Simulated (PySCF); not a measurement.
**W⁵⁶⁺: ionisation energy**

W⁵⁶⁺ [Ar] (1S) → W⁵⁷⁺ [Ne] 3s2 3p5 (2P), as a difference of total energies. All numbers are calculated (PySCF 2.14, scalar relativity by spin-free X2C-1e, in an uncontracted even-tempered set (17 s from 15 bohr⁻², ratio 2.5; 12 p from 19 bohr⁻², ratio 2.5; 4 d from 79 bohr⁻², ratio 2.7; 4 f from 120 bohr⁻², ratio 2.7)). Correlated levels: outer shells: 1s2 frozen; virtual orbitals above 40 to 60 times the deepest correlated orbital energy dropped. The calculations carry no spin-orbit coupling.

```csv
method,ionisation energy (eV)
UHF,5838.1
LDA,5838.4
PBE,5839.3
PBE0,5839.5
r2SCAN,5840.7
PBEsol,5838.5
MN15,5845.0
MP2 (outer shells),5839.2
SCS-MP2 (outer shells),5839.0
```

A first-order spin-orbit estimate (lowest level to lowest level, LS coupling) adds -107.3 eV.

Breit and QED terms and the two-electron picture change are absent.

For comparison: 5719 ± 5 eV (semi-empirical (NIST evaluation); NIST Atomic Spectra Database, ionization energies).
